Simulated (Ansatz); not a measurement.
One geometry of C2H5B2ClO, several functionals.

```yaml
crystal:
  periodic: [false, false, false]
  atoms:
    - {symbol: O, position_ang: [0.749706, -1.466374, 0.901616]}
    - {symbol: C, position_ang: [0.571492, -0.388376, 0.088715]}
    - {symbol: Cl, position_ang: [-0.571691, 1.239448, -1.792671]}
    - {symbol: B, position_ang: [-0.120848, -0.479502, -1.213061]}
    - {symbol: B, position_ang: [-0.857992, 0.649545, 0.059383]}
    - {symbol: C, position_ang: [0.523080, 0.918056, 0.775039]}
    - {symbol: H, position_ang: [0.557506, -2.269774, 0.406601]}
    - {symbol: H, position_ang: [-0.501330, -1.400122, -1.855754]}
    - {symbol: H, position_ang: [-1.987148, 0.588621, 0.409355]}
    - {symbol: H, position_ang: [1.142735, 1.718857, 0.384082]}
    - {symbol: H, position_ang: [0.559991, 0.832519, 1.857294]}
basis:
  gaussian: {orbitals: def2-TZVPP}
hamiltonian: {xc: {name: PBE-QIDH}}
```

```sh
$ ansatz run in.yaml --threads 4 --pin off --events-out ev --progress --plain --max-ram 10444MiB
```

It prints (some lines left out):

```
Functional definition: PBE-QIDH
1608 factors; integrals over basis functions are off by at most 1.3e-3 eV
mean field evaluation 1: about -18050.9294 eV, gradient 4.6e1 eV
mean field evaluation 2: about -18051.1974 eV, gradient 4.6e1 eV
mean field evaluation 4: about -18056.0712 eV, gradient 4.4e0 eV
mean field evaluation 8: about -18056.1298 eV, gradient 4.6e-1 eV
mean field evaluation 16: about -18056.1304 eV, gradient 4.3e-4 eV
mean field -18056.13036258 eV, -663.5505519400 hartree, gradient 3.6e-6 eV, S^2 0.000000; 0 other end points of the search recorded, 0 dependent functions left out
10 core orbitals not correlated: weight in the atoms' cores, before any rotation towards them, 1.000 or more for the frozen orbitals, at most 0.000 for the correlated occupied ones
reference -18056.13037608 eV, -663.5505524362 hartree; 16, 16 occupied and 241, 241 virtual orbitals, 1608 factors
second order -30.00671849 eV of doubles, -0.00000000 eV of singles
Total energy: -18066.13261558 eV, -663.9181279579 hartree
```

Run time 3.6 s (4 threads of an Intel Xeon 6975P-C on a shared host); peak host memory 0.8 GiB.

Changing it to `hamiltonian: {xc: {name: wB97M-V}}` and forces (abridged; 6 s):

```
Functional definition: wB97M-V
mean field evaluation 16: about -18077.1697 eV, gradient 2.7e-4 eV
mean field -18077.16974672 eV, -664.3237350463 hartree, gradient 4.9e-5 eV, S^2 0.000000
Total energy: -18077.16979878 eV, -664.3237369593 hartree
Atom 0 force     0.011536    -0.307447     0.151471 eV/Å
Atom 1 force    -0.090955     0.125891    -0.388988 eV/Å
Atom 2 force    -0.007224     0.165212    -0.138725 eV/Å
Atom 3 force     0.106924    -0.281826    -0.003170 eV/Å
Atom 4 force    -0.260002     0.043305     0.222691 eV/Å
Atom 5 force     0.062193     0.179979     0.115401 eV/Å
Atom 6 force     0.018757     0.048994     0.053126 eV/Å
Atom 7 force     0.049524     0.105947     0.093815 eV/Å
Atom 8 force     0.158521    -0.004363    -0.042419 eV/Å
Atom 9 force    -0.051955    -0.064874     0.021028 eV/Å
Atom 10 force     0.002681    -0.010818    -0.084229 eV/Å
Dipole moment:     0.015919    -0.070067    -0.133814 e Å
```

With the line `hamiltonian: {xc: {name: r2SCANh}, dispersion: d4}` (abridged; 2.9 s):

```
Functional definition: r2SCANh
mean field evaluation 16: about -18075.7600 eV, gradient 8.4e-4 eV
mean field -18075.76002508 eV, -664.2719287317 hartree, gradient 1.6e-5 eV, S^2 0.000000
Total energy: -18075.82826745 eV, -664.2744365922 hartree
```

Changing it to `hamiltonian: {xc: {name: BLYP}, dispersion: d4}` (abridged; 1.4 s):

```
Functional definition: BLYP
mean field evaluation 16: about -18077.5348 eV, gradient 1.1e-3 eV
mean field -18077.53482852 eV, -664.3371515548 hartree, gradient 6.3e-5 eV, S^2 0.000000
Total energy: -18078.14209435 eV, -664.3594681626 hartree
```

Changing it to `hamiltonian: {xc: hse06, dispersion: d4}` (abridged; 2.1 s):

```
Functional definition: HSE06
mean field evaluation 16: about -18068.7719 eV, gradient 5.3e-4 eV
mean field -18068.77186971 eV, -664.0151187585 hartree, gradient 3.6e-5 eV, S^2 0.000000
Total energy: -18068.98159549 eV, -664.0228260385 hartree
```

With the line `hamiltonian: {xc: {name: BHLYP}, dispersion: d4}` (abridged; 1.9 s):

```
Functional definition: BHLYP
mean field evaluation 16: about -18076.6689 eV, gradient 1.4e-4 eV
mean field -18076.66888655 eV, -664.3053287744 hartree, gradient 4.6e-5 eV, S^2 0.000000
Total energy: -18076.99206717 eV, -664.3172054433 hartree
```

HSE06 is the plane-wave form, built on full-range PBE exchange.
